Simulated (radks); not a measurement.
Results of a calculation; reference values are marked as such.
Task: The mean radii <r> (bohr) of the occupied orbitals of an atom or ion are listed with their occupations. Code: a radial shooting solver on a logarithmic mesh with Libxc functionals. Model: Dirac Kohn-Sham, LDA (Slater exchange, Perdew-Wang correlation), spin-unpolarised, spherical densities, finite nucleus; Fermi nuclear charge, rms radius of each element as measured or else 0.836 A^(1/3) + 0.57 fm.

orbital  occ.     <r>
1s1/2       2  0.1757
2s1/2       1  0.7792

Name the element and its charge. Open shells, if any, are shared by 2j + 1.

Result: Z = 9, fluorine, charge +6: F6+ in [He] 2s1. The 1s radius gives Z: for a bare nucleus <r> = (2 gamma + 1)/(2Z) with gamma = sqrt(1 - (Z/c)^2), 0.1664 bohr for Z = 9, and screening makes it slightly larger (0.1757 here). The occupations add up to 3, and the charge is Z minus that.
